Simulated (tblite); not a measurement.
C₃H₉O₂Si₂ (charge -1).
Geometry (GFN2-xTB, Å), atoms numbered from 1 in this order:
```
atom  x, y, z in Å
C1    -2.0347   -1.3871   -0.2347
C2    -1.4111   -0.3659    0.3604
C3    -2.1847    0.7922    0.9579
O4    -0.1162   -0.2492    0.4981
Si5    1.0336   -1.4869    0.1195
O6     2.4644   -0.5811    0.4921
Si7    3.0338    0.8730    0.3463
H8    -3.1090   -1.4264   -0.3008
H9    -1.4719   -2.2130   -0.6271
H10   -2.0761    0.7823    2.0433
H11   -3.2411    0.7305    0.7050
H12   -1.7799    1.7360    0.5929
H13    1.0591   -1.2714   -1.3726
H14    2.1052    1.9713    0.6713
H15    3.5482    1.1515   -1.0153
H16    4.1728    0.9532    1.2872
```

Level: GFN2-xTB in tblite, geometry and Hessian alike; calculated harmonic values, unscaled, isolated species. Against measured fundamentals such values can be off by several per cent, at times by over 20. Modes of hydrogen on silicon can be 10 to 20 % off. One conformer, not necessarily the lowest.

Harmonic wavenumbers (cm⁻¹): 32.5, 51.6, 56.4, 79.4, 95.1, 128.8, 140.2, 235.5, 343.5, 465.3, 474.0, 491.4, 596.1, 617.5, 646.7, 685.5, 724.9, 737.2, 748.8, 817.8, 845.6, 867.3, 904.9, 998.8, 1022.7, 1042.0, 1097.1, 1304.0, 1379.9, 1410.4, 1481.9, 1495.8, 1698.0, 1802.0, 2048.0, 2075.0, 2141.9, 2980.3, 3002.5, 3015.7, 3085.4, 3153.9.

A = 3611, B = 915.2, C = 757.5 MHz; mass 133.014 u (most abundant isotopes); point group C1, symmetry number 1.

Task: What is the zero-point energy?

Result: ½Σν̃ = 23511 cm⁻¹ = 67.22 kcal/mol.

Task: Give the ideal-gas entropy at 350 K and 1 bar in the rigid-rotor, harmonic-oscillator model (classical rotation).

Result: Translation 41.39, rotation 29.72, vibration 42.23: S = 113.3 cal/(mol K).

Task: And Cp and H(350 K) − H(0)?

Result: Cp = 43.58 cal/(mol K), of which vibrations give 35.63 (their classical limit is 42 R = 83.5); H(350 K) − H(0) = 9.71 kcal/mol without the zero-point energy, 6.93 from vibrations.

Task: How do the functions run with temperature in this model?

Result: 
```tsv
T (K)	S (cal/(mol K))	Cp (cal/(mol K))	H − H(0) (kcal/mol)	G − H(0) (kcal/mol)	ln q(vib)
100	75.5	21.7	1.58	-5.97	3.25
200	93.0	30.1	4.15	-14.44	6.79
300	107.0	39.4	7.63	-24.45	9.85
500	130.7	53.9	17.06	-48.30	15.40
800	159.3	67.3	35.43	-91.97	22.76
1000	174.9	72.9	49.48	-125.42	27.13
```

q(vib) and H(0) count from the zero-point level.

Task: What must be added to the electronic energy to get the Gibbs energy at 350 K and 1 bar?

Result: ZPE + [H(350 K) − H(0)] − T·S = 67.22 + 9.71 − 39.67 = 37.26 kcal/mol.

Task: Blend soft modes into free rotors: weight 1/[1 + (100 cm⁻¹/ν̃)⁴] for the oscillator and the rest for a rotor with moment μB/(μ + B), μ = h/(8π²ν), B = 10⁻⁴⁴ kg m². What vibrational entropy results?

Result: 36.54 cal/(mol K) in place of 42.23, which changes −T·S at 350 K by +1.99 kcal/mol.

Hindered rotation and anharmonicity are outside this model. Other conformers, if any are populated, would add a mixing term that is left out. The structure is chiral; the term R ln 2 for an equal mix with its mirror image is left out.
